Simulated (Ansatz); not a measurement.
Program: Ansatz. Geometries: PBE0-D4/def2-TZVP. ΔE: electronic, gas phase. CCSD(T)/CBS is the MP2 limit (def2-TZVPP, def2-QZVPP) plus CCSD(T) − MP2 in def2-TZVPP, frozen cores. Functionals use def2-TZVPP. B3LYP here is the variant with VWN-RPA as its local correlation; programs differ in this. For Se outer-core shells are correlated without core-valence functions, which leaves a few kJ/mol of doubt a bond. Scalar relativity is left out up to krypton. Each species was taken in one conformer, which may not be the lowest.

Consider the ligand exchange at the Si–S bond: `OCS[SiH2]S` + `C[SeH]` → `C[Se][SiH2]S` + `OCS`.

```csv
level,ΔE (kJ/mol),difference from CCSD(T)/CBS
PBE-D4,11.4,7.3
r2SCAN-D4,10.4,6.3
PBE0-D4,8.1,4.0
B3LYP-D4,8.6,4.5
ωB97X-V,6.4,2.3
ωB97M-V,7.0,2.9
B2PLYP,5.7,1.6
PBE,9.4,5.3
r2SCAN,9.8,5.7
PBE0,6.4,2.3
B3LYP,5.5,1.4
HF/def2-TZVPP,-2.9,-7.0
MP2/def2-TZVPP,5.2,1.1
SCS-MP2/def2-TZVPP,3.6,-0.5
CCSD/def2-TZVPP,3.4,-0.7
CCSD(T)/def2-TZVPP,6.0,1.9
HF/def2-QZVPP,-3.1,-7.2
MP2/def2-QZVPP,4.0,-0.1
SCS-MP2/def2-QZVPP,2.8,-1.3
HF/CBS(def2),-3.1,-7.2
MP2/CBS(def2),3.2,-0.9
CCSD/CBS(def2),1.4,-2.7
CCSD(T)/CBS,4.1,0
```

Largest T1 diagnostic among the species: 0.012.

In def2-TZVPP, CCSD(T) changes the Hartree–Fock value by +8.9 kJ/mol (the triples alone add +2.7 kJ/mol) and MP2 by +8.1 kJ/mol. The D4 term adds +3.1 kJ/mol with B3LYP and +1.7 kJ/mol with PBE0; it sums over pairs of atoms, weighted by their polarisabilities, and B3LYP, whose exchange is more repulsive, gets the larger term.
